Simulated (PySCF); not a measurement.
## Predicted spectroscopic data

[PySCF: NMR shieldings at PBE0/pcSseg-1/GIAO; geometry: GFN2-xTB; fast rotation and ring inversion assumed for equivalent nuclei; isolated molecule; non-relativistic; one computed conformer]

Shifts are taken against calculated references (same method and geometry level): TMS for 1H (σ = 31.72 ppm) and 13C (σ = 186.93 ppm). Splittings of carbon signals by F and P are missing where no couplings were computed. Where no couplings were computed, multiplicities follow the n + 1 count of equivalent neighbours, and m marks all less simple cases (inequivalent or close neighbours, rings, F or P nearby). Acid and N–H amide carbonyl carbons lie up to 10 ppm further downfield in solution (hydrogen bonding). Shifts are as computed. Against solution values, carbons near 30 ppm lie about +3 ppm off and those near 130 ppm about +5 ppm. Of 1211 compounds with measured shifts, 218 miss one by over three times the rms of a fit or turn the order of signals round; such compounds aren't used in these exercises. OH and NH positions are gas-phase values without hydrogen bonding to other molecules.

Compound 1 (C$_{6}$H$_{12}$O$_{2}$Si). 1H NMR (500 MHz, computed): δ 6.65 (br s, 1H), 2.58 (m, 1H), 1.74 (m, 2H), 1.36 (d, 3H), 1.18 (m, 2H), 0.50 (s, 3H). 13C{1H} NMR (computed): δ 186.4, 28.5, 28.4, 23.7, -1.9. Structure: SMILES C[C@H]1C[Si@@](C)(C(=O)O)C1.

Compound 2 (C$_{7}$H$_{15}$N). 1H NMR (500 MHz, computed): δ 7.98 (t, 1H), 3.64 (s, 3H), 2.07 (d, 2H), 1.00 (s, 9H). 13C{1H} NMR (computed): δ 167.0, 42.6, 41.2, 34.8, 31.2. Structure: `C/N=C\CC(C)(C)C`.

Compound 3 (C$_{7}$H$_{6}$FN$_{3}$). 1H NMR (500 MHz, computed): δ 7.75 (d, 1H), 7.36 (m, 1H), 6.80 (m, 1H), 2.92 (s, 3H). 13C{1H} NMR (computed): δ 158.8 (C), 142.5 (C), 138.3 (C), 128.6 (CH), 118.4 (CH), 100.7 (CH), 12.9 (CH3). Structure: `Cc1nnn2c(F)cccc12`.
